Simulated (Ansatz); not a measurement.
Saddle point of BN₂H₉O, singlet (BH₃O ([BH2][OH]) + NH₃ + NH₃ → BNH₄ ([BH2][NH2]) + H₂O + NH₃ (still joined by a long B–O bond); bonds formed: O2–H7, H5–N8; dative contacts that become bonds: B1–N6; bonds broken: H5–N6, H7–N8; bonds weakened to dative contacts: B1–O2), PBE0-D4/def2-TZVP structure:

B1  (0.732, -0.893, 0.673)
O2  (1.162, -0.349, -0.730)
H3  (0.276, -2.005, 0.487)
H4  (1.739, -0.889, 1.361)
H5  (-1.042, 0.638, -0.187)
N6  (-0.400, 0.024, 1.227)
H7  (0.179, 0.303, -1.212)
N8  (-0.928, 0.797, -1.257)
H9  (1.991, 0.126, -0.661)
H10  (-0.061, 0.734, 1.866)
H11  (-1.075, -0.523, 1.746)
H12  (-0.975, 1.774, -1.516)
H13  (-1.597, 0.264, -1.797)
(Å)

Energies are electronic, without zero-point energy. Barriers and step energies count from the start structure reached by relaxing down the imaginary mode; all methods use the PBE0-D4 structures, on which another method's saddle can fall below an end. Ansatz 0.2.0; basis: def2-TZVPP, with def2-QZVPP for the basis limit; cores frozen in the correlated methods. B3LYP uses VWN-RPA correlation. Extrapolation: Hartree–Fock as exp(−7.88 √X), correlation as X^−2.97.

```
      method  barrier (kcal/mol)  step energy (kcal/mol)
       SPW92                9.43                   11.98
      PBE-D4               15.61                   14.07
     BLYP-D4               18.04                   14.73
   r2SCAN-D4               17.63                   15.32
      B97M-V                   ?                   16.93
     PBE0-D4               18.17                   15.29
    B3LYP-D4                   ?                   15.61
  r2SCAN0-D4               19.41                   15.99
    BHLYP-D4               23.15                   17.03
CAM-B3LYP-D4               19.93                   15.70
     wB97X-V                   ?                   16.10
     wB97M-V               20.86                   15.62
      B2PLYP               20.75                   16.03
    PBE-QIDH               20.03                   16.18
  RPA on PBE               21.35                   16.52
          HF               31.40                   19.85
         MP2               20.16                   16.16
        CCSD               23.20                   17.15
     CCSD(T)               21.50                   16.48
```

(1) Fill in the withheld barriers. (To be estimated.)

No T1 diagnostic of these runs exceeds 0.010.

Answers

(1) By the calculation: wB97X-V 20.77; B97M-V 22.23; B3LYP-D4 19.84 kcal/mol. Each is the energy of the saddle less that of the start structure, by the same method.

For comparison, the barrier by CCSD(T) at an estimated basis limit (MP2 extrapolated from triple and quadruple zeta, plus CCSD(T) − MP2 in triple zeta) is 21.91 kcal/mol.

Labels in which every atom is bracketed show which atoms are joined, not bond orders.

For scale, one of the runs: CCSD(T)/def2-TZVPP, 250 basis functions, launched by `ansatz run in.yaml --threads 4 --pin off --events-out ev --progress --plain --max-ram 9574MiB`. Time: 3.6 min of wall clock on 4 CPU threads of an Intel Xeon; the host was shared. Peak host memory: 5.7 GiB.
